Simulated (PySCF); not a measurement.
Bonds (- single, = double, # triple, : aromatic): C1-Si2, Si2-C3, Si2-C4, Si2-O5, O5-Si6, Si6-N7, Si6-C8, C8#N9. C1 carries H10, H11, H12; C3 carries H13, H14, H15; C4 carries H16, H17, H18; Si6 carries H19; N7 carries H20, H21. Stereochemistry as in C[Si](C)(C)O[Si@H](N)C#N.

[PySCF 2.14.0 with density-fitted response routines: GFN2-xTB geometry; shielding tensors at PBE0/pcSseg-1 (GIAO); relativity neglected; equivalent nuclei averaged; gas phase; one conformer]

**Question.** Predict the 2D correlation tables (HSQC, COSY, HMBC).

**Answer.** 

HSQC (one-bond C–H):
| δH | δC |
| --- | --- |
| 0.28 (H10/H11/H12/H13/H14/H15/H16/H17/H18) | 2.6 (C1/C3/C4) |

HMBC (two and three bonds, from the bond graph):
| δH | δC |
| --- | --- |
| 5.12 (H19) | 127.5 (C8) |
| 0.28 (H10/H11/H12/H13/H14/H15/H16/H17/H18) | 2.6 (C1/C3/C4) |

No COSY cross peaks are expected.

δ = σ(ref) − σ, references computed at the same level: 1H (σref 31.72), 13C (σref 186.93) vs TMS.

OH/NH shifts are gas-phase values; hydrogen bonding in solution moves them, usually downfield. Shifts are as computed. Against solution values, carbons near 30 ppm lie about +3 ppm off and those near 130 ppm about +5 ppm. Of 1211 compounds with measured shifts, 218 miss one by over three times the rms of a fit or turn the order of signals round; such compounds aren't used in these exercises.
